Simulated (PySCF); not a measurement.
Isomers of CH2B2O. Isolated molecules, 0 K electronic values unless said otherwise. One relaxed conformer stands for each flexible species; it need not be the lowest. Strings in code marks are SMILES.

The four lowest singlet excitations (Tamm–Dancoff). Method: r2SCAN-D4/def2-TZVP (PySCF 2.14.0). Excitations are Tamm–Dancoff values on a coarser integration grid. The basis has no diffuse functions, so Rydberg states are missing or too high.

```
state  energy (eV)  wavelength (nm)  oscillator strength
-----  -----------  ---------------  -------------------
S1            3.87              320                0.052
S2            4.40              282                0.000
S3            5.53              224                0.836
S4            6.58              189                0.004
```

Question: Identify which member gives these states.
(A) `C=BB=O`
(B) `OC1B=B1` (H–O–C–B torsion 133°)
(C) `C1B2OB12`
(D) `B=C=BO`

Answer: C, `C1B2OB12`
